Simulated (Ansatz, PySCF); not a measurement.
Potential energy curve for AlH, singlet.

- RKS-PBE = Ansatz (a first-principles code) with restricted PBE/cc-pVTZ
- UKS-PBE = unrestricted PBE/cc-pVTZ run with Ansatz
- UKS-TPSSh = unrestricted TPSSh/cc-pVTZ (PySCF)
- UCCSD(T) = PySCF with CCSD(T) on UHF/cc-pVTZ, 5 core orbitals frozen

Energies relative to the lowest point of each curve near equilibrium, in kcal/mol; the last columns give the difference from UCCSD(T):

| R / Å | RKS-PBE | UKS-PBE | UKS-TPSSh | UCCSD(T) | RKS-PBE − UCCSD(T) | UKS-PBE − UCCSD(T) | UKS-TPSSh − UCCSD(T) |
|---|---|---|---|---|---|---|---|
| 1.24 | 39.5 | 39.5 | 37.9 | 37.8 | 1.7 | 1.7 | 0.1 |
| 1.34 | 20.1 | 20.1 | 18.8 | 18.6 | 1.6 | 1.6 | 0.2 |
| 1.41 | 11.4 | 11.4 | 10.3 | 10.1 | 1.3 | 1.3 | 0.2 |
| 1.50 | 4.5 | 4.5 | 3.7 | 3.6 | 0.9 | 0.9 | 0.1 |
| 1.58 | 1.3 | 1.3 | 0.8 | 0.8 | 0.5 | 0.5 | 0.1 |
| 1.60 | 0.8 | 0.8 | 0.5 | 0.4 | 0.4 | 0.4 | 0.0 |
| 1.66 | 0.0 | 0.0 | 0.0 | 0.0 | 0.0 | 0.0 | 0.0 |
| 1.70 | 0.0 | 0.0 | 0.2 | 0.2 | -0.2 | -0.2 | 0.0 |
| 1.78 | 0.8 | 0.8 | 1.4 | 1.5 | -0.7 | -0.7 | -0.1 |
| 1.84 | 2.0 | 2.0 | 3.0 | 3.1 | -1.0 | -1.0 | -0.1 |
| 1.92 | 4.3 | 4.3 | 5.6 | 5.8 | -1.5 | -1.5 | -0.1 |
| 2.05 | 8.8 | 8.8 | 10.9 | 11.0 | -2.2 | -2.2 | -0.2 |
| 2.24 | 16.6 | 16.6 | 19.6 | 19.7 | -3.1 | -3.1 | -0.1 |
| 2.49 | 27.3 | 27.3 | 31.4 | 31.4 | -4.1 | -4.1 | 0.0 |
| 2.72 | 36.7 | 36.7 | 41.6 | 41.5 | -4.8 | -4.8 | 0.2 |
| 2.96 | 45.5 | 45.5 | 50.7 | 50.7 | -5.2 | -5.2 | 0.0 |
| 3.33 | 56.9 | 55.8 | 59.0 | 61.6 | -4.7 | -5.8 | -2.6 |
| 3.71 | 66.0 | 61.8 | 63.9 | 68.0 | -2.0 | -6.2 | -4.1 |
| 4.06 | 72.4 | 65.0 | 66.7 | 70.4 | 2.0 | -5.4 | -3.7 |
| 4.46 | 77.8 | 67.2 | 68.7 | 71.4 | 6.4 | -4.1 | -2.6 |
| 5.04 | 83.0 | 68.7 | 70.4 | 71.8 | 11.2 | -3.1 | -1.4 |
| 5.84 | 87.0 | 68.9 | 73.7 | 71.9 | 15.1 | -3.0 | 1.8 |
| 6.63 | 89.0 | 68.9 | 73.7 | 71.9 | 17.1 | -3.0 | 1.8 |

RKS-PBE is furthest from UCCSD(T) at 6.63 (17.1 kcal/mol, above); its mean absolute difference over the points is 3.8 kcal/mol.

UKS-PBE is furthest from UCCSD(T) at 3.71 (-6.2 kcal/mol, below); its mean absolute difference over the points is 2.6 kcal/mol.

UKS-TPSSh is furthest from UCCSD(T) at 3.71 (-4.1 kcal/mol, below); its mean absolute difference over the points is 0.9 kcal/mol.

The restricted form behind RKS-PBE keeps the bonding electrons paired and can't separate into open-shell fragments. The unrestricted determinant behind UKS-PBE is spin-contaminated at 3.33 to 6.63 Å (<S²> up to 1.0, against 0.00 for a pure singlet). The unrestricted determinant behind UKS-TPSSh is spin-contaminated at 2.96 to 6.63 Å (<S²> up to 1.0, against 0.00 for a pure singlet). The unrestricted determinant behind UCCSD(T) is spin-contaminated at 1.24 to 1.92, 2.49 to 6.63 Å (<S²> up to 1.0, against 0.00 for a pure singlet).
